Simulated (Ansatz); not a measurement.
```yaml
crystal:
  periodic: [false, false, false]
  atoms:
    - {symbol: C, position_ang: [2.224241, 1.363983, -0.044453]}
    - {symbol: C, position_ang: [2.197973, 0.162320, -0.655332]}
    - {symbol: Si, position_ang: [0.668478, -0.918598, -0.701496]}
    - {symbol: N, position_ang: [1.088269, -2.466900, -0.046528]}
    - {symbol: O, position_ang: [-0.533405, -0.100810, 0.149007]}
    - {symbol: Si, position_ang: [-1.881067, 0.888126, -0.010065]}
    - {symbol: N, position_ang: [-3.070737, 0.696016, 1.232833]}
    - {symbol: H, position_ang: [3.131091, 1.993192, -0.008573]}
    - {symbol: H, position_ang: [1.322838, 1.769058, 0.448793]}
    - {symbol: H, position_ang: [3.118837, -0.204486, -1.146059]}
    - {symbol: H, position_ang: [0.165642, -1.178599, -2.096358]}
    - {symbol: H, position_ang: [1.547876, -2.499995, 0.867206]}
    - {symbol: H, position_ang: [0.440817, -3.252027, -0.148499]}
    - {symbol: H, position_ang: [-2.549832, 0.575778, -1.320766]}
    - {symbol: H, position_ang: [-1.415930, 2.315135, 0.065809]}
    - {symbol: H, position_ang: [-2.857475, 1.025639, 2.177768]}
    - {symbol: H, position_ang: [-3.616616, -0.168232, 1.276911]}
basis:
  gaussian: {orbitals: def2-TZVP}
hamiltonian: {xc: pbe0, dispersion: d4}
relax: {f_tol: 0.005, max_steps: 150}
```

```sh
$ ansatz run in.yaml --threads 2 --pin off --events-out ev --progress --plain --backend cuda
```

It prints (some lines left out):

```
Functional definition: PBE0
1797 factors; their error is unknown
mean field evaluation 1: about -22993.1037 eV, gradient 1.0e2 eV
mean field evaluation 2: about -22973.5311 eV, gradient 1.3e2 eV
mean field evaluation 4: about -23011.3020 eV, gradient 8.6e0 eV
mean field evaluation 8: about -23011.4421 eV, gradient 1.2e-1 eV
mean field evaluation 16: about -23011.5107 eV, gradient 4.5e-4 eV
mean field -23011.51066514 eV, -845.6574191816 hartree, gradient 1.3e-5 eV, S^2 0.000000; 0 other end points of the search recorded, 0 dependent functions left out
reference -23011.51070741 eV, -845.6574207352 hartree; 36, 36 occupied and 253, 253 virtual orbitals, 1797 factors
relax step   1: F+E_penalty+E_count = -23011.86950001 eV  Δ(F+E_penalty+E_count) = +0.000e0 eV  max|allowed force component| = 6.893e-1 eV/Å  Δτ_max = 0.0000 Å  (31 SCF iters, accepted)
1797 factors; their error is unknown
mean field -23011.61466698 eV, -845.6612411788 hartree, gradient 2.7e-5 eV, S^2 0.000000; 0 other end points of the search recorded, 0 dependent functions left out
reference -23011.61470888 eV, -845.6612427187 hartree; 36, 36 occupied and 253, 253 virtual orbitals, 1797 factors
relax step   2: F+E_penalty+E_count = -23011.97634435 eV  Δ(F+E_penalty+E_count) = -1.068e-1 eV  max|allowed force component| = 4.373e-1 eV/Å  Δτ_max = 0.0393 Å  (33 SCF iters, accepted)
1797 factors; their error is unknown
mean field evaluation 32: about -23011.6213 eV, gradient 4.6e-3 eV
mean field -23011.62131332 eV, -845.6614854275 hartree, gradient 7.9e-6 eV, S^2 0.000000; 0 other end points of the search recorded, 0 dependent functions left out
reference -23011.62135493 eV, -845.6614869563 hartree; 36, 36 occupied and 253, 253 virtual orbitals, 1797 factors
relax step   3: F+E_penalty+E_count = -23011.98604617 eV  Δ(F+E_penalty+E_count) = -9.702e-3 eV  max|allowed force component| = 2.865e-1 eV/Å  Δτ_max = 0.1139 Å  (33 SCF iters, accepted)
1797 factors; their error is unknown
mean field -23011.62087297 eV, -845.6614692447 hartree, gradient 2.0e-5 eV, S^2 0.000000; 0 other end points of the search recorded, 0 dependent functions left out
reference -23011.62091463 eV, -845.6614707756 hartree; 36, 36 occupied and 253, 253 virtual orbitals, 1797 factors
relax step   4: F+E_penalty+E_count = -23011.98560294 eV  Δ(F+E_penalty+E_count) = +4.432e-4 eV  max|allowed force component| = 4.042e-1 eV/Å  Δτ_max = 0.2000 Å  (30 SCF iters, rejected (line search))
1797 factors; their error is unknown
mean field -23011.64190333 eV, -845.6622420963 hartree, gradient 2.1e-5 eV, S^2 0.000000; 0 other end points of the search recorded, 0 dependent functions left out
...
mean field -23011.65519010 eV, -845.6627303760 hartree, gradient 2.0e-5 eV, S^2 0.000000; 0 other end points of the search recorded, 0 dependent functions left out
reference -23011.65523178 eV, -845.6627319078 hartree; 36, 36 occupied and 253, 253 virtual orbitals, 1797 factors
relax step 145: F+E_penalty+E_count = -23012.02735659 eV  Δ(F+E_penalty+E_count) = -7.371e-6 eV  max|allowed force component| = 8.270e-3 eV/Å  Δτ_max = 0.0042 Å  (33 SCF iters, accepted)
1797 factors; their error is unknown
mean field -23011.65515400 eV, -845.6627290496 hartree, gradient 2.1e-5 eV, S^2 0.000000; 0 other end points of the search recorded, 0 dependent functions left out
reference -23011.65519568 eV, -845.6627305812 hartree; 36, 36 occupied and 253, 253 virtual orbitals, 1797 factors
relax step 146: F+E_penalty+E_count = -23012.02736576 eV  Δ(F+E_penalty+E_count) = -9.170e-6 eV  max|allowed force component| = 1.043e-2 eV/Å  Δτ_max = 0.0060 Å  (33 SCF iters, accepted)
1797 factors; their error is unknown
mean field -23011.65513384 eV, -845.6627283087 hartree, gradient 2.1e-5 eV, S^2 0.000000; 0 other end points of the search recorded, 0 dependent functions left out
reference -23011.65517552 eV, -845.6627298403 hartree; 36, 36 occupied and 253, 253 virtual orbitals, 1797 factors
relax step 147: F+E_penalty+E_count = -23012.02737053 eV  Δ(F+E_penalty+E_count) = -4.776e-6 eV  max|allowed force component| = 9.293e-3 eV/Å  Δτ_max = 0.0021 Å  (34 SCF iters, accepted)
1797 factors; their error is unknown
mean field -23011.65510799 eV, -845.6627273588 hartree, gradient 2.1e-5 eV, S^2 0.000000; 0 other end points of the search recorded, 0 dependent functions left out
reference -23011.65514967 eV, -845.6627288902 hartree; 36, 36 occupied and 253, 253 virtual orbitals, 1797 factors
relax step 148: F+E_penalty+E_count = -23012.02737783 eV  Δ(F+E_penalty+E_count) = -7.293e-6 eV  max|allowed force component| = 9.163e-3 eV/Å  Δτ_max = 0.0046 Å  (33 SCF iters, accepted)
1797 factors; their error is unknown
mean field -23011.65508104 eV, -845.6627263681 hartree, gradient 2.1e-5 eV, S^2 0.000000; 0 other end points of the search recorded, 0 dependent functions left out
reference -23011.65512271 eV, -845.6627278996 hartree; 36, 36 occupied and 253, 253 virtual orbitals, 1797 factors
relax step 149: F+E_penalty+E_count = -23012.02738434 eV  Δ(F+E_penalty+E_count) = -6.517e-6 eV  max|allowed force component| = 6.307e-3 eV/Å  Δτ_max = 0.0049 Å  (33 SCF iters, accepted)
1797 factors; their error is unknown
mean field -23011.65500563 eV, -845.6627235970 hartree, gradient 2.1e-5 eV, S^2 0.000000; 0 other end points of the search recorded, 0 dependent functions left out
reference -23011.65504730 eV, -845.6627251284 hartree; 36, 36 occupied and 253, 253 virtual orbitals, 1797 factors
relax step 150: F+E_penalty+E_count = -23012.02737954 eV  Δ(F+E_penalty+E_count) = +4.807e-6 eV  max|allowed force component| = 1.393e-2 eV/Å  Δτ_max = 0.0100 Å  (33 SCF iters, rejected (line search))
Error: geometry relaxation did not converge after 150 steps: max|allowed force component| = 6.31e-3 eV/Å (threshold 5.0e-3). Raise `relax.max_steps` over both its present limit and 150, loosen `relax.f_tol`, or start from a geometry closer to equilibrium. Where this run's directory can be resumed (`checkpoint.write`), a resume goes on for up to `relax.max_steps` more
```

**Question.** Can the result of this run be used? (An estimate is asked.)

**Answer.** Ansatz gave: No. The run did not converge.
